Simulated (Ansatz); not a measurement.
Input (X2C-CCSDT(Q)/cc-pwCVTZ-DK; Ansatz, a quantum-chemistry and plane-wave program): The .json basis holds the Basis Set Exchange's core-valence set for the 3d metal and cc-pVXZ-DK of the same size for its partners.

Ansatz 0.2 input:
```yaml
crystal:
  periodic: [false, false, false]
  atoms:
    - {symbol: Cu, position_ang: [-0.00000000, -0.00000000, -0.04943660]}
    - {symbol: H, position_ang: [0.00000000, 0.00000000, 1.43366134]}
basis:
  gaussian:
    orbitals: cc-pwCVTZ-DK.json
magnetization: {spin_polarized: false}
correlation: {method: ccsdt_q, frozen_orbitals: {Cu: 5, H: 0}}
```

Output:

```
Functional definition: HF
integrals: 0.26 GiB planned
1195 factors; integrals over basis functions are off by at most 2.3e-7 eV
mean field: 0.36 GiB planned
mean field evaluation 1: about -44995.9145 eV, gradient 6.5e1 eV
mean field evaluation 2: about -44995.9145 eV, gradient 6.5e1 eV
mean field evaluation 4: about -44999.6635 eV, gradient 5.5e0 eV
mean field evaluation 8: about -44999.7343 eV, gradient 1.2e-1 eV
mean field evaluation 16: about -44999.7222 eV, gradient 1.2e0 eV
mean field -44999.73455115 eV, -1653.7097428393 hartree, gradient 2.4e-6 eV, S^2 0.000000; 0 other end points of the search recorded, 0 dependent functions left out
5 core orbitals not correlated
reference -44999.73455115 eV, -1653.7097428393 hartree; 10, 10 occupied and 101, 101 virtual orbitals, 1195 factors
second order -28.76915805 eV of doubles, -0.00000000 eV of singles
coupled cluster: 7.43 GiB planned
cycle   1  -23.21321730 eV  change     5.6e0 eV  update   2.3e-1
cycle   2  -25.21270130 eV  change    -2.0e0 eV  update   2.5e-1
cycle   3  -25.97245102 eV  change   -7.6e-1 eV  update   4.7e-2
cycle   4  -26.18651360 eV  change   -2.1e-1 eV  update   3.0e-2
cycle   5  -26.10511648 eV  change    8.1e-2 eV  update   2.8e-2
cycle   6  -26.03920744 eV  change    6.6e-2 eV  update   1.5e-2
cycle   7  -26.03926424 eV  change   -5.7e-5 eV  update   1.1e-2
cycle   8  -26.06249849 eV  change   -2.3e-2 eV  update   6.9e-3
cycle   9  -26.07405806 eV  change   -1.2e-2 eV  update   4.6e-3
cycle  10  -26.05708752 eV  change    1.7e-2 eV  update   2.3e-3
cycle  11  -26.06291909 eV  change   -5.8e-3 eV  update   1.9e-3
cycle  12  -26.06929596 eV  change   -6.4e-3 eV  update   7.8e-4
cycle  13  -26.06750926 eV  change    1.8e-3 eV  update   6.5e-4
cycle  14  -26.06666548 eV  change    8.4e-4 eV  update   2.0e-4
cycle  15  -26.06624069 eV  change    4.2e-4 eV  update   1.8e-4
cycle  16  -26.06685798 eV  change   -6.2e-4 eV  update   6.8e-5
cycle  17  -26.06674871 eV  change    1.1e-4 eV  update   4.5e-5
cycle  18  -26.06666855 eV  change    8.0e-5 eV  update   2.7e-5
cycle  19  -26.06669151 eV  change   -2.3e-5 eV  update   1.6e-5
cycle  20  -26.06669098 eV  change    5.3e-7 eV  update   1.3e-5
cycle  21  -26.06669041 eV  change    5.7e-7 eV  update   7.2e-6
cycle  22  -26.06668439 eV  change    6.0e-6 eV  update   3.4e-6
cycle  23  -26.06667354 eV  change    1.1e-5 eV  update   1.7e-6
cycle  24  -26.06667413 eV  change   -6.0e-7 eV  update   1.3e-6
cycle  25  -26.06667840 eV  change   -4.3e-6 eV  update   6.4e-7
cycle  26  -26.06667791 eV  change    4.9e-7 eV  update   5.7e-7
coupled cluster: 7.44 GiB planned
perturbative correction -0.00478323 eV, -0.0001757804 hartree
Total energy: -45025.80601229 eV, -1654.6678513641 hartree
Relativity: scalar
```
